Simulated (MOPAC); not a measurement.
MOPAC input (PM7):

```
PM7 FORCE THERMO(298,298) PRECISE LET UHF MS=0.5 GEO-OK AUX(PRECISION=9) THREADS=1
OP

P    -0.00000000 1   -0.00000000 1   -0.52068375 1
O    -0.00000000 1   -0.00000000 1    0.97106276 1
```

From the output:

```
     O    2   9.476401   9.476793

          HEAT OF FORMATION =       3.250898 KCALS/MOLE

          ZERO POINT ENERGY       1.765 KCAL/MOL

           NORMAL COORDINATE ANALYSIS (Total motion = 1 Angstrom)

   Root No.       1

                 1 Sig

                1234.7

           1   -0.3406
           2    0.0000
           3    0.0000
           4    0.6594
           5   -0.0000
           6   -0.0000

           MASS-WEIGHTED COORDINATE ANALYSIS (NORMAL COORDINATES)

   Root No.       1

                 1 Sig

                1234.7

           1   -0.5836
           2    0.0000
           3    0.0000
           4    0.8120
           5   -0.0000
           6   -0.0000

          DESCRIPTION OF VIBRATIONS

 VIBRATION          1    1Sig        ATOM PAIR     ENERGY CONTRIBUTION    RADIAL
 FREQUENCY          1234.73         P 1 -- O 2        +100.0% (100.0%)    100.0%
 TRANSITION DIPOLE   0.2571
 TRAVEL (Ang.)       0.0719
 REDUCED MASS       10.5499
 EFFECTIVE MASS     20.5494
 FORCE CONSTANT      9.4764

      SYMMETRY NUMBER FOR POINT-GROUP C*v =  1

          SYSTEM IS A GROUND STATE

 OP

          MOLECULE IS LINEAR

          THERE ARE  1 GENUINE VIBRATIONS IN THIS SYSTEM
          THIS THERMODYNAMICS CALCULATION IS LIMITED TO
          MOLECULES WHICH HAVE NO INTERNAL ROTATIONS

                    CALCULATED THERMODYNAMIC PROPERTIES
                                          *
   TEMP. (K)   PARTITION FUNCTION   H.O.F.    ENTHALPY  HEAT CAPACITY ENTROPY
                                   KCAL/MOL   CAL/MOLE    CAL/K/MOL  CAL/K/MOL

 298.00  VIB.     0.1003D+01                     9.1184     0.1829     0.0357
         ROT.     0.2884D+03                   592.1869     1.9872    13.2437
         INT.     0.2892D+03                   601.3052     2.1701    13.2795
         TRA.     0.3112D+27                  1480.4672     4.9680    37.4635
         TOT.                        3.251    2081.7724     7.1381    50.7429

   *: NOTE: HEATS OF FORMATION ARE RELATIVE TO THE
            ELEMENTS IN THEIR STANDARD STATE AT 298K
              (=  Standard Enthalpy of Formation).

            Hvib:  Zero-point energy is not included.
                   frequencies of less than zero cm-1 are not included.
            Hrot = (3/2)RT
            Htra = (3/2)RT + pV = (5/2)RT

            Heat capacity is Cp, not Cv

          For more information, see: HTTP://OpenMOPAC.net/Manual/thermochemistry.html

           FORCE CONSTANT IN CARTESIAN COORDINATES (Millidynes/A)

    ATOM   CHEMICAL       X               Y               Z
   NUMBER   SYMBOL  FORCE CONSTANT  FORCE CONSTANT  FORCE CONSTANT

      1       P        9.476401       -0.000100       -0.000100
      2       O        9.476401       -0.000100       -0.000100

 **********************
 *                    *
 * JOB ENDED NORMALLY *
 *                    *
 **********************

 == MOPAC DONE ==
```
